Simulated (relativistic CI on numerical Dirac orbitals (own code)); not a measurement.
**Ligand-field terms of d4**

Computed with a parametric ligand-field model of a d^n configuration (Racah B and C, spin-orbit zeta, crystal field), exact diagonalisation.

Field parameters in Wybourne normalisation: Td as Oh with Dq negative (B⁴₀ = 21Dq, B⁴₄ = √(5/14) B⁴₀). The field is a parameter set, without covalency.

B = 750 cm⁻¹, C = 3080 cm⁻¹ (C/B = 4.11), Td, no spin-orbit coupling. Tanabe-Sugano data, E/B above the lowest term (Δ = |10Dq|; b, c mark the second and third term of a kind):

```tsv
Δ/B	5T2	5E	3T1	3T2	3T1(b)	1A1	1T1
1.0	0.00	1.00	20.17	20.48	21.12	29.77	30.21
1.9	0.00	1.89	19.74	20.43	21.36	28.51	29.57
2.8	0.00	2.80	19.17	20.28	21.43	27.07	28.84
3.7	0.00	3.71	18.50	20.06	21.45	25.54	28.07
4.6	0.00	4.60	17.79	19.78	21.45	23.99	27.28
5.5	0.00	5.49	17.05	19.44	21.46	22.40	26.48
6.4	0.00	6.40	16.28	19.04	21.46	20.77	25.66
7.3	0.00	7.31	15.48	18.58	21.46	19.11	24.83
8.2	0.00	8.20	14.69	18.09	21.47	17.47	24.00
9.1	0.00	9.09	13.89	17.56	21.47	15.81	23.17
10.0	0.00	10.00	13.07	17.00	21.47	14.12	22.32
10.9	0.00	10.91	12.24	16.40	21.48	12.42	21.46
11.8	0.00	11.80	11.42	15.78	21.48	10.74	20.61
12.7	0.00	12.69	10.60	15.14	21.48	9.05	19.77
13.6	0.00	13.60	9.75	14.47	21.49	7.33	18.90
14.5	0.00	14.51	8.91	13.79	21.49	5.60	18.03
15.4	0.00	15.40	8.07	13.09	21.49	3.89	17.18
16.3	0.00	16.29	7.23	12.39	21.50	2.18	16.32
17.2	0.00	17.20	6.37	11.66	21.50	0.44	15.44
18.1	1.30	19.41	6.82	12.22	22.80	0.00	15.87
19.0	3.02	22.02	7.69	13.20	24.53	0.00	16.72
19.9	4.77	24.68	8.58	14.19	26.28	0.00	17.60
20.8	6.50	27.30	9.45	15.16	28.01	0.00	18.46
21.7	8.26	29.96	10.34	16.13	29.77	0.00	19.33
```

The ground term changes from 5T2 to 1A1 between Δ/B = 17.2 and 18.1.
